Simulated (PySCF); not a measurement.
## GaBr₂⁺ + 2 HBr → GaH₂⁺ + 2 Br₂

Level: PBE0 in the def2-TZVP basis family, all electrons, no relativity, computed in PySCF with density fitting; open shells unrestricted.

```csv
species,state and structure,E (Eh),ZPE (kJ/mol),H(298 K) − H(0) (kJ/mol),S° (J/(mol K))
GaBr₂⁺,"singlet, D∞h, Ga–Br 2.168 Å (×2)",-7072.12010,5.4,14.5,295.7
HBr,"singlet, C∞v, H–Br 1.421 Å",-2574.45811,16.0,8.7,198.5
GaH₂⁺,"singlet, D∞h, Ga–H 1.528 Å (×2)",-1925.47306,33.7,9.3,201.1
Br₂,"singlet, D∞h, Br–Br 2.281 Å",-5147.70672,2.0,9.7,244.8
```

(1) What is the electronic reaction energy?

(2) Add zero-point, thermal and entropy terms for 298.15 K and 1 bar.

Results:

(1) At PBE0/def2-TZVP, ΔE = 393.4 kJ/mol from the differences of the total energies times 2625.5, uphill. 

(2) ΔZPE = 0.3 and Δ[H(298) − H(0)] = -3.2 kJ/mol give ΔH° = 390.5 kJ/mol. ΔS° = -2.0 J/(mol K), so ΔG° = 390.5 − 298.15 × (-0.0020) = 391 kJ/mol.

Only the bonding shown was studied: isomers, or loss of a ligand pair, can lie lower.
